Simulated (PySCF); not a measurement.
C3H5, charge +1, multiplicity 1.

```xyz
8

C      0.0000    -1.1838     0.2106
C      0.0000     0.0000    -0.4928
C      0.0000     1.1838     0.2106
H      0.0000    -2.1450    -0.2932
H      0.0000    -1.1909     1.2961
H      0.0000     0.0000    -1.5758
H      0.0000     2.1450    -0.2932
H      0.0000     1.1909     1.2961
```
Charge +1, spin multiplicity 1.

Coordinates come from a B3LYP-D3(BJ)/def2-TZVP optimisation. The multiplicity is an assumed one; other spin states were not compared. The isomer is the one that the SMILES or the coordinates give; other isomers of the formula were not compared.

Method: PBE0/pcSseg-2 run with PySCF. Non-relativistic, no solvent.

Computed absolute GIAO shielding of each atom: isotropic value and principal components (ppm):
| atom | σ(iso) | σ11 | σ22 | σ33 | span |
|---|---|---|---|---|---|
| C1 | -62.5 | -184.5 | -157.7 | 154.6 | 339.1 |
| C2 | 26.4 | -85.0 | -11.1 | 175.3 | 260.4 |
| C3 | -62.5 | -184.5 | -157.7 | 154.6 | 339.1 |
| H4 | 21.0 | 13.9 | 22.9 | 26.3 | 12.4 |
| H5 | 21.5 | 13.9 | 23.8 | 26.7 | 12.8 |
| H6 | 22.4 | 19.5 | 22.0 | 25.6 | 6.1 |
| H7 | 21.0 | 13.9 | 22.9 | 26.3 | 12.4 |
| H8 | 21.5 | 13.9 | 23.8 | 26.7 | 12.8 |
